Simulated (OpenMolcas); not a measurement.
# Cr4+ in Cs2ZrCl6: curves along the breathing mode

Cr4+ with its 6 nearest chloride ions, on the Zr site of Cs2ZrCl6 (a = 10.407 Å, distance in the model lattice 2.446 Å). The rest of the host is ab initio model potentials to 7.6 Å and point charges beyond; the distance is set by hand and nothing relaxes. Ligand basis ANO-RCC-VDZP.

```json
{
  "Program": "OpenMolcas",
  "Method": "SS-CASPT2, IPEA 0.25 Eh, imaginary shift 0.1 Eh (closed shells correlated: 3s 3p and the ligand valence shells)",
  "Basis": "ANO-RCC-VDZP [5s4p2d1f]",
  "Scalar Hamiltonian": "DKH2, point nucleus",
  "Active space": "2 electrons in 5 orbitals (3d)",
  "State averaging": "2S+1 = 3 even, 10 roots; 2S+1 = 1 even, 15 roots",
  "Spin-orbit coupling": "RASSI with atomic mean-field integrals over the reference wave functions"
}
```

Spin-free energies (labels of O, the rotations of Oh) in cm-1 above the lowest fitted minimum, as all ligands move together:

| R (Å) | 3T1 | 1E | 3T2 | 3T1(2) | 3A2 |
| --- | --- | --- | --- | --- | --- |
| 2.202 | 330 | 9060 | 27410 | 35150 | 57440 |
| 2.254 | 150 | 9080 | 26010 | 33790 | 55120 |
| 2.306 | 1980 | 11020 | 27040 | 34620 | 55360 |
| 2.357 | 5140 | 14350 | 29650 | 37150 | 57640 |
| 2.409 | 9560 | 18890 | 33640 | 41030 | 61650 |
| 2.461 | 15000 | 24300 | 38660 | 46000 | 67060 |
| 2.513 | 20860 | 30360 | 44660 | 51790 | 73560 |

Cubic fits give the following; the wavenumber is harmonic, with the mass of all moving ligands, small differences in it between states hang on the degree of the fit, a number in brackets counts states of one label, and the table is a selection of at most 14 states with clean curves.

| State | R0 (Å) | Breathing mode (cm-1) | Minimum (cm-1) |
| --- | --- | --- | --- |
| 3T1 | 2.231 | 344 | 0 |
| 1E | 2.226 | 342 | 8840 |
| 3T2 | 2.257 | 350 | 26120 |
| 3T1(2) | 2.259 | 348 | 33820 |
| 3A2 | 2.275 | 370 | 54950 |

The minimum of 3T2 is shifted by +0.0262 Å against 3T1 (from the unrounded fits). With M = 212.7 u for the moving shell, the Huang-Rhys factor in this mode is S = M ω ΔR² / 2ħ = 0.01483 × 212.7 × 344 × 0.0262² = 0.74. Only the first shell moves, against a rigid host.

Roots that are degenerate in the reference are averaged as groups; the widest CASPT2 spread within a group is 1700 cm-1 (the 3-fold group of multiplicity 1 near 30100 cm-1 above the lowest state of its run, R = 2.357). Shifts and gaps below about the spread of the groups concerned are not significant. Over all roots computed the reference weight is 0.62 to 0.65 in R = 2.202, 0.62 to 0.64 in R = 2.254, 0.62 to 0.64 in R = 2.306, 0.61 to 0.64 in R = 2.357, 0.60 to 0.64 in R = 2.409, 0.59 to 0.63 in R = 2.461, 0.58 to 0.63 in R = 2.513; a low but even weight reflects the number of correlated electrons. An orbital triplet at a regular site is open to Jahn-Teller coupling, which can distort the site and quench the lowest spin-orbit gaps and is left out. Ligand-to-metal charge-transfer states are missing. With no ligand orbital active B as a rule stays too high, so bands that hang on it stand too high and its fall with covalency is understated. With one d shell and no ligand orbital active, 10Dq can be off by a tenth or more. The least metal-like active orbital is 70 % on the metal (Löwdin) and no ligand orbital is active, so the numbers are rough (holds for R = 2.202; R = 2.254; R = 2.306; R = 2.357). These CASPT2 states fit no ligand-field parameters well, so their order and spin gaps are uncertain (holds for R = 2.202; R = 2.254; R = 2.306; R = 2.409; R = 2.461; R = 2.513). The least metal-like active orbital is 69 % on the metal (Löwdin) and no ligand orbital is active, so the numbers are rough (holds for R = 2.409). The least metal-like active orbital is 68 % on the metal (Löwdin) and no ligand orbital is active, so the numbers are rough (holds for R = 2.461). The least metal-like active orbital is 67 % on the metal (Löwdin) and no ligand orbital is active, so the numbers are rough (holds for R = 2.513). No measured value stands beside these numbers.
